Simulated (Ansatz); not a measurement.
A structure relaxed at PBE0-D4/def2-SVPD in Ansatz, charge -1, doublet:

Cartesian coordinates in Å:
```
Hg 0.694 -1.678 -3.378
Hg -0.325 0.026 0.202
O -0.219 -1.357 -1.110
O 0.321 1.430 2.651
O -0.471 1.580 1.634
```

(1) Give its formula.

(2) Summarise the bond lengths by kind (pairs closer than 1.2 times the sum of covalent radii, bridged metal pairs left out).

Answers

(1) the cluster Hg2O3⁻ (the lowest doublet isomer of a short search).

(2) 2 × Hg–O 1.91 to 2.12 Å; 1 × O–O 1.30 Å.

In the def2 sets Hg takes a core potential; there is no spin–orbit coupling. The structure holds 1 bond(s) between oxygen atoms. The relaxation made no stability test and no search for a lower SCF solution. Another isomer (doublet) lies 0.02 eV lower at PBE-D4/def2-TZVPD; other spin states weren't run for this one.
